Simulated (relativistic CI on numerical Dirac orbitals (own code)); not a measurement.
# Energy levels of Zn⁺

These numbers are calculated, not measured: Dirac-Coulomb-Breit CI, orbitals from a KLI potential per configuration, model QED (radiative potential, 1s self-energy scaled to tabulated hydrogen-like ionisation energies), valence Slater integrals scaled by 0.85, P86 correlation estimate, and configurations built on the next ion tied to the tabulated ionisation energy (semi-empirical) (own radial code, finite nucleus).

Configurations in the expansion (outside the closed core [Ar]): 3d¹⁰4s, 3d¹⁰4p, 3d⁹4s², 3d¹⁰5s, 3d¹⁰4d, 3d¹⁰5p, 3d¹⁰4f, 3d⁹4s4p, 3d¹⁰6s, 3d¹⁰5d, 3d¹⁰6p, 3d¹⁰5g, 3d¹⁰5f, 3d¹⁰6d, 3d⁸4s4p², 3d⁹4p², 3d¹⁰6g, 3d⁹4s5p, 3d⁹4s5s. Levels of other configurations are missing.

The lowest level is 3d¹⁰4s ²S1/2, with 99 % of that term; Hund's rules for 3d¹⁰4s give ²S with J = 1/2, in agreement.

| No. | Configuration | Term | J | E (eV) | % | Lifetime (s) | jj configuration (%) |
| --- | --- | --- | --- | --- | --- | --- | --- |
| 1 | 3d¹⁰4s | ²S | 1/2 | 0.0000 | 99 |  | 4s (99) |
| 2 | 3d¹⁰4p | ²P° | 1/2 | 6.3969 | 99 | 1.75e-09 | 4p1/2 (99) |
| 3 | 3d¹⁰4p | ²P° | 3/2 | 6.4847 | 99 | 1.67e-09 | 4p3/2 (99) |
| 4 | 3d⁹4s²‡ | ²D | 5/2 | 6.6594 | 96 |  | 3d5/2^5 (96) |
| 5 | 3d⁹4s²‡ | ²D | 3/2 | 6.9883 | 96 |  | 3d3/2^3 3d5/2^6 (96) |
| 6 | 3d¹⁰5s | ²S | 1/2 | 11.0436 | 100 | 2.38e-09 | 5s (100) |
| 7 | 3d⁹4s4p‡ | ⁴P° | 5/2 | 11.4583 | 98 | 8.41e-05 | 3d5/2^5 4s 4p1/2 (57) |
| 8 | 3d⁹4s4p‡ | ⁴P° | 3/2 | 11.6507 | 96 | 7.69e-08 | 3d5/2^5 4s 4p3/2 (42) |
| 9 | 3d⁹4s4p‡ | ⁴F° | 9/2 | 11.7758 | 100 | 1.82e+02 | 3d5/2^5 4s 4p3/2 (100) |
| 10 | 3d⁹4s4p‡ | ⁴P° | 1/2 | 11.7946 | 98 | 1.10e-07 | 3d3/2^3 3d5/2^6 4s 4p3/2 (73) |
| 11 | 3d⁹4s4p‡ | ⁴F° | 7/2 | 11.7961 | 90 | 4.98e-06 | 3d5/2^5 4s 4p1/2 (53) |
| 12 | 3d⁹4s4p‡ | ⁴F° | 5/2 | 11.8541 | 86 | 9.39e-06 | 3d5/2^5 4s 4p1/2 (59) |
| 13 | 3d¹⁰4d | ²D | 3/2 | 11.9234 | 100 | 1.44e-09 | 4d3/2 (100) |
| 14 | 3d¹⁰4d | ²D | 5/2 | 11.9285 | 100 | 1.47e-09 | 4d5/2 (100) |
| 15 | 3d⁹4s4p‡ | ⁴F° | 3/2 | 11.9614 | 96 | 2.59e-04 | 3d3/2^3 3d5/2^6 4s 4p1/2 (71) |
| 16 | 3d⁹4s4p‡ | ⁴D° | 7/2 | 12.2298 | 92 | 4.16e-05 | 3d5/2^5 4s 4p3/2 (90) |
| 17 | 3d⁹4s4p‡ | ⁴D° | 5/2 | 12.2800 | 51 | 2.21e-06 | 3d5/2^5 4s 4p3/2 (63) |
| 18 | 3d⁹4s4p‡ | ²F° | 5/2 | 12.3742 | 47 | 2.36e-06 | 3d3/2^3 3d5/2^6 4s 4p3/2 (48) |
| 19 | 3d⁹4s4p‡ | ⁴D° | 3/2 | 12.3844 | 74 | 9.77e-08 | 3d3/2^3 3d5/2^6 4s 4p3/2 (39) |
| 20 | 3d⁹4s4p‡ | ⁴D° | 1/2 | 12.4421 | 66 | 5.46e-09 | 3d5/2^5 4s 4p3/2 (41) |
| 21 | 3d⁹4s4p‡ | ²F° | 7/2 | 12.5129 | 87 | 6.02e-07 | 3d3/2^3 3d5/2^6 4s 4p3/2 (84) |
| 22 | 3d¹⁰5p | ²P° | 1/2 | 12.5171 | 45 | 4.76e-09 | 5p1/2 (45) |
| 23 | 3d¹⁰5p | ²P° | 3/2 | 12.5340 | 59 | 3.31e-09 | 5p3/2 (59) |
| 24 | 3d⁹4s4p‡ | ²D° | 3/2 | 12.6652 | 79 | 4.19e-07 | 3d3/2^3 3d5/2^6 4s 4p3/2 (32) |
| 25 | 3d⁹4s4p‡ | ²D° | 5/2 | 12.7697 | 88 | 2.22e-07 | 3d3/2^3 3d5/2^6 4s 4p3/2 (58) |
| 26 | 3d⁹4s4p‡ | ²P° | 1/2 | 12.7703 | 53 | 1.66e-09 | 5p1/2 (43) |
| 27 | 3d⁹4s4p‡ | ²P° | 3/2 | 12.7945 | 59 | 1.51e-09 | 5p3/2 (39) |
| 28 | 3d¹⁰6s | ²S | 1/2 | 14.2071 | 100 | 3.74e-09 | 6s (100) |
| 29 | 3d¹⁰4f | ²F° | 7/2 | 14.5600 | 99 | 3.75e-09 | 4f7/2 (99) |
| 30 | 3d¹⁰4f | ²F° | 5/2 | 14.5611 | 100 | 3.81e-09 | 4f5/2 (100) |
| 31 | 3d¹⁰5d | ²D | 3/2 | 14.6244 | 100 | 3.32e-09 | 5d3/2 (100) |
| 32 | 3d¹⁰5d | ²D | 5/2 | 14.6269 | 100 | 3.39e-09 | 5d5/2 (100) |
| 33 | 3d¹⁰6p | ²P° | 3/2 | 14.8330 | 82 | 2.27e-09 | 6p3/2 (82) |
| 34 | 3d¹⁰6p | ²P° | 1/2 | 14.8583 | 94 | 5.98e-09 | 6p1/2 (94) |
| 35 | 3d⁹4s4p‡ | ²F° | 7/2 | 15.1696 | 97 | 5.01e-10 | 3d5/2^5 4s 4p3/2 (68) |
| 36 | 3d⁹4s4p‡ | ²P° | 3/2 | 15.2889 | 75 | 4.43e-10 | 3d5/2^5 4s 4p3/2 (54) |
| 37 | 3d⁹4s4p‡ | ²F° | 5/2 | 15.4095 | 64 | 4.81e-10 | 3d5/2^5 4s 4p3/2 (38) |
| 38 | 3d⁹4s4p‡ | ²P° | 1/2 | 15.5576 | 89 | 3.98e-10 | 3d3/2^3 3d5/2^6 4s 4p3/2 (58) |
| 39 | 3d⁹4s4p‡ | ²D° | 5/2 | 15.5884 | 64 | 4.66e-10 | 3d3/2^3 3d5/2^6 4s 4p3/2 (40) |
| 40 | 3d¹⁰5g | ²G | 7/2 | 15.7879 | 100 |  | 5g7/2 (100) |
| 41 | 3d¹⁰5g | ²G | 9/2 | 15.7879 | 100 |  | 5g9/2 (100) |
| 42 | 3d¹⁰5f | ²F° | 7/2 | 15.7898 | 100 | 8.13e-09 | 5f7/2 (100) |
| 43 | 3d¹⁰5f | ²F° | 5/2 | 15.7919 | 98 | 6.74e-09 | 5f5/2 (98) |
| 44 | 3d⁹4s4p‡ | ²D° | 3/2 | 15.8171 | 93 | 4.42e-10 | 3d3/2^3 3d5/2^6 4s 4p3/2 (63) |
| 45 | 3d¹⁰6d | ²D | 3/2 | 15.8599 | 100 | 7.66e-09 | 6d3/2 (100) |
| 46 | 3d¹⁰6d | ²D | 5/2 | 15.8612 | 100 | 7.43e-09 | 6d5/2 (100) |
| 47 | 3d¹⁰6g | ²G | 7/2 | 16.4531 | 100 |  | 6g7/2 (100) |
| 48 | 3d¹⁰6g | ²G | 9/2 | 16.4531 | 100 |  | 6g9/2 (100) |

Energies count from the lowest computed level; ° marks odd parity; lifetimes are radiative, by E1, M1, E2, M2, E3 decay to levels of this space only; some are left blank where a channel outside the calculation adds to the decay or the decay crosses a small, uncertain gap. Filled j subshells are mostly left out of the jj labels. ‡ marks configurations that were not tied to measured data.

The mean weight of the leading LS term, summed over parents, in these 48 levels is 88 %, and that of the leading jj configuration (from the same eigenvectors) 77 %, so LS coupling describes them better.

Configurations that consist of the next ion and one excited electron were tied to the tabulated ionisation energy; Rydberg ones are usually within 1,000 to 3,000 cm⁻¹ and the lowest ones within about 6,000 (9,000 in d shells), while levels on excited terms of the next ion carry the error of that term, and the other configurations can be misplaced by 10,000 cm⁻¹ or more. Rates follow the energies as ν³ (E1, M1) or ν⁵ (E2), so rates, branching and lifetimes can be off by large factors. The fine structure of a lone outer electron comes out too small, for d and f at times inverted, and misplaced configurations move strength between like terms. 10 of the 11 excited levels that our extract of the measured tables holds in this range could be paired (the sources list more); they are missed by 2712 cm⁻¹ on average and 9047 at most, and levels without a partner can miss by more.

LS names give the leading component of a level, which can be under half, so a name can repeat, a term be missing and a line seem to break the LS rules.
